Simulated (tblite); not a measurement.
Compound: C5H8ClNSi.
Cartesian coordinates in Å at the GFN2-xTB level; atoms count from 1:
```xyz
16
C5H8ClNSi angstrom
C      2.939   -0.968    0.517
C      1.923   -0.181    0.168
C      0.549   -0.599    0.274
C     -0.549    0.106   -0.068
C     -0.540    1.437   -0.623
N     -1.677    1.935   -0.872
Si    -2.337   -0.492    0.107
Cl    -2.247   -2.366    0.888
H      2.774   -1.963    0.897
H      3.964   -0.648    0.436
H      2.123    0.813   -0.209
H      0.407   -1.596    0.676
H      0.410    1.950   -0.805
H     -1.686    2.872   -1.265
H     -3.077    0.322    1.062
H     -2.983   -0.612   -1.193
```

Calculated harmonic vibrations of the isolated species, GFN2-xTB (tblite), most abundant isotopes, no scaling. Errors from tens to a few hundred cm⁻¹ against measured bands are possible. Modes of hydrogen on silicon can be 10 to 20 % off. One conformer, not necessarily the lowest.

Harmonic wavenumbers (cm⁻¹): 63.3, 88.5, 89.6, 129.9, 136.1, 172.0, 191.0, 334.1, 375.0, 391.6, 457.7, 502.7, 562.5, 607.9, 627.5, 707.5, 748.9, 773.0, 774.1, 879.8, 908.9, 957.7, 980.5, 1007.4, 1061.5, 1178.3, 1221.5, 1273.8, 1326.5, 1375.4, 1411.5, 1608.3, 1640.5, 1665.1, 2294.1, 2307.0, 2873.1, 3040.8, 3073.7, 3100.6, 3132.4, 3351.7.

A = 1602, B = 996.7, C = 618.9 MHz; mass 145.011 u (most abundant isotopes); point group Cs, symmetry number 1.

Question: Zero-point energy?

Answer: ½Σν̃ = 24702 cm⁻¹ = 70.62 kcal/mol.

Question: What is S at 298.15 K and 1 bar for an ideal gas of classical rigid rotors and harmonic oscillators?

Answer: Translation 40.85, rotation 30.17, vibration 30.10: S = 101.1 cal/(mol K).

Question: And Cp and H(298.15 K) − H(0)?

Answer: Cp = 38.25 cal/(mol K), of which vibrations give 30.30 (their classical limit is 42 R = 83.5); H(298.15 K) − H(0) = 7.11 kcal/mol without the zero-point energy, 4.74 from vibrations.

Question: How do the functions run with temperature in this model?

Answer: 
```tsv
T (K)	S (cal/(mol K))	Cp (cal/(mol K))	H − H(0) (kcal/mol)	G − H(0) (kcal/mol)	ln q(vib)
150	80.1	24.5	2.45	-9.56	3.07
250	94.8	33.9	5.37	-18.32	5.84
400	113.5	46.4	11.44	-33.98	9.83
600	134.8	58.2	21.98	-58.87	14.84
900	160.6	69.2	41.24	-103.33	21.62
```

q(vib) and H(0) count from the zero-point level.

Question: What must be added to the electronic energy to get the Gibbs energy at 298.15 K and 1 bar?

Answer: ZPE + [H(298.15 K) − H(0)] − T·S = 70.62 + 7.11 − 30.15 = 47.58 kcal/mol.

Hindered rotation and anharmonicity are outside this model. Other conformers, if any are populated, would add a mixing term that is left out.

Hardware: one thread of an Arm Neoverse N1, shared host with 64 logical CPUs at a one-minute load of 58. Cost: 1.1 s. The figure is for the frequency step alone.
